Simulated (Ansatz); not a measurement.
Consider the formal exchange of groups at a Ge–C bond: `F[CH2][GeH2][GeH3]` + `[GeH3][GeH2][GeH2][GeH3]` → `[GeH3][GeH2][GeH2][GeH2][GeH2][GeH3]` + `CF`.

Program: Ansatz. Geometries: PBE0-D4/def2-TZVP. ΔE: electronic, gas phase. CBS: MP2 limit from def2 TZ/QZ plus the TZ coupled-cluster correction, frozen cores. This one scheme is used for every species. For Ge outer-core shells are correlated without core-valence functions, which leaves a few kJ/mol of doubt a bond. Scalar relativity is left out up to krypton. Each species was taken in one conformer, which may not be the lowest.

| species | HF/CBS(def2) energy (Eh) |
| --- | --- |
| `F[CH2][GeH2][GeH3]` | -4292.26187 |
| `[GeH3][GeH2][GeH2][GeH3]` | -8307.49304 |
| `[GeH3][GeH2][GeH2][GeH2][GeH2][GeH3]` | -12460.66761 |
| `CF` | -139.10980 |

**Question.** Work out ΔE.

**Answer.** ΔE = (-12460.66761) + (-139.10980) − (-4292.26187) − (-8307.49304) = -0.02250 Eh = -59.1 kJ/mol. CCSD(T)/CBS gives -82.1 kJ/mol.

Largest T1 diagnostic among the species: 0.012.

From PBE to PBE0 (25 % exact exchange), in def2-TZVPP and without D4, ΔE moves by −3.6 kJ/mol. The D4 term adds −19.0 kJ/mol with B3LYP and −11.6 kJ/mol with PBE0; it sums over pairs of atoms, weighted by their polarisabilities, and B3LYP, whose exchange is more repulsive, gets the larger term.

B3LYP here is the variant with VWN-RPA as its local correlation; programs differ in this.
